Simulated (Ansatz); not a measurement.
`OB(Br)O[SiH3]` + H–F → `OB(F)Br` + silanol at 600 K and 1 bar (ligand exchange at a B–O bond).

Computed with Ansatz on PBE0-D4/def2-TZVP structures; ΔE is electronic, products minus reactants. CCSD(T)/CBS adds triple-zeta CCSD(T) − MP2 to the extrapolated MP2 energy (def2 sets, frozen cores). This one scheme is used for every species. For Br outer-core shells are correlated without core-valence functions, which leaves a few kJ/mol of doubt a bond. Scalar relativity is left out up to krypton. One conformer a species, not always the lowest.

| species | CCSD(T)/CBS energy (Eh) | H − E (kJ/mol) | S (J/(mol·K)) |
| --- | --- | --- | --- |
| `OB(Br)O[SiH3]` | -3040.13124 | 191.6 | 447.4 |
| H–F | -100.39570 | 42.3 | 194.0 |
| `OB(F)Br` | -2773.83630 | 95.8 | 347.4 |
| `O[SiH3]` | -366.69042 | 135.7 | 307.9 |

H − E and S are ideal-gas, rigid-rotor, harmonic terms from PBE0-D4/def2-TZVP, for one conformer and one mirror image of each species. 1 Eh = 2625.50 kJ/mol, R = 8.31446 J/(mol·K).

Question: By hand: ΔE, ΔH, ΔS and ΔG.

Answer: ΔE = (-2773.83630) + (-366.69042) − (-3040.13124) − (-100.39570) = 0.00022 Eh = 0.6 kJ/mol. Δ(H − E) = 95.8 + 135.7 − 191.6 − 42.3 = -2.4, so ΔH = -1.8 kJ/mol. ΔS = 347.4 + 307.9 − 447.4 − 194.0 = 13.9 J/(mol·K). ΔG = -1.8 − 600 × (13.9)/1000 = -10.1 kJ/mol.

Question: By hand: the equilibrium constant, and the temperature at which ΔG would vanish if ΔH and ΔS stayed fixed.

Answer: log₁₀ K = −ΔG/(RT ln 10) = 0.9. ΔH and −TΔS have one sign here, so there is no such temperature.

TΔS isn't small against ΔH here. A doubt of 5 kJ/mol in ΔE shifts log₁₀ K by 0.4 here. Other conformers and mirror images would add mixing entropy, several J/(mol·K) or more a flexible species. These are equilibria of isolated gas molecules and say nothing of rates. Largest T1 diagnostic: 0.011 (customary marks: 0.02 for closed shells, 0.045 for open ones).
